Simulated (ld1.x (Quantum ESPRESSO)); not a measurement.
# Nb (Z = 41): excitation energies, all-electron against RRKJ

```json
{
  "Element": "Nb (Z = 41)",
  "Generator": "ld1.x (Quantum ESPRESSO) 7.5",
  "Type": "norm-conserving RRKJ (Kleinman–Bylander form)",
  "Functional": "PBE",
  "Relativity": "scalar-relativistic",
  "Frozen core": "[Kr]",
  "Valence charge": "5",
  "Reference configuration": "4d4 5s1 5p0",
  "Partial waves": "5p (bound, empty): rc 2.95 bohr; 4d (bound): rc 2.05 bohr; 5s (bound): rc 2.85 bohr",
  "Local potential": "the s channel",
  "Core correction": "a·sin(br)/r model core, default radius (core density twice the valence density)",
  "rho0": "0.001"
}
```

Energies are relative to the spin-unpolarised reference configuration 4d4 5s1 5p0; without spin polarisation the order of configurations can differ from experiment.

| valence configuration | charge | ΔE all-electron (eV) | error AE − PS (meV) |
| --- | --- | --- | --- |
| 4d3 5s0 5p0 | +2 | 20.677 | -119 |
| 4d2 5s0 5p0 | +3 | 45.402 | -629 |
| 4d4 5s0.5 5p0 | +0.5 | 2.638 | -3.9 |
| 4d4.5 5s0.5 5p0 | 0 | 0.558 | -17 |
| 4d5 5s0 5p0 | 0 | 1.270 | -58 |

(1) What are ΔE and the potential's error for 4d4 5s0 5p1?

(2) What are ΔE and the potential's error for 4d4 5s0 5p0?

Levels in the configuration 4d5 5s0 5p0:

| level | all-electron (eV) | pseudo (eV) |
| --- | --- | --- |
| 4d | -1.911 | -1.882 |

Results:

(1) ΔE = 2.952 eV all-electron; the error (AE − PS) is -3.7 meV.

(2) ΔE = 6.637 eV all-electron; the error (AE − PS) is -16 meV.
